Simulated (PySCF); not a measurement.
A GIAO shielding run with PySCF 2.14.0 with density-fitted response routines (density fitting, non-relativistic, gas phase) on `N(=C)[SiH2]N(C)[SiH2]C[SiH3]`, C3H14N2Si3:

```
$ OMP_NUM_THREADS=1 python probes_run.py task.json out

{"job": {"kind": "nmr", "xc": "PBE0", "basis": "pcSseg-1"}, "charge": 0, "multiplicity": 1}
C      3.408973     1.793399     0.201678
N      2.823636     0.701123     0.322249
Si     1.349654     0.255094     1.108330
N      0.560786    -0.787643    -0.021622
C      0.861065    -0.689762    -1.436122
Si    -0.856428    -1.694407     0.394166
C     -2.431971    -0.913212    -0.332702
Si    -2.670485     0.930596     0.042551
H      4.365614     1.833285    -0.315709
H      3.036098     2.750128     0.581731
H      0.493698     1.385413     1.508748
H      1.784822    -0.522261     2.266777
H      1.877772    -0.327459    -1.573779
H      0.772555    -1.672239    -1.901861
H      0.175439    -0.007127    -1.949073
H     -0.909895    -1.721234     1.854538
H     -0.678649    -3.046295    -0.160242
H     -2.430184    -1.050841    -1.414740
H     -3.294585    -1.467169     0.036455
H     -3.953135     1.376689    -0.519819
H     -2.684785     1.164525     1.488448
H     -1.610407     1.728784    -0.581635
```

Hardware: 1 thread of an Arm Neoverse V1, shared host. The job also computes population analyses, field gradients.

(1) How large is the calculation?

(2) How long does it take, and how much memory does it need?

Results:

(1) 88 electrons, 227 basis functions and 1240 auxiliary functions.

(2) 71 s of wall time, with 14 SCF cycles and 5 response iterations; peak memory 1.1 GiB. Times on a shared host scatter by some tens of per cent.
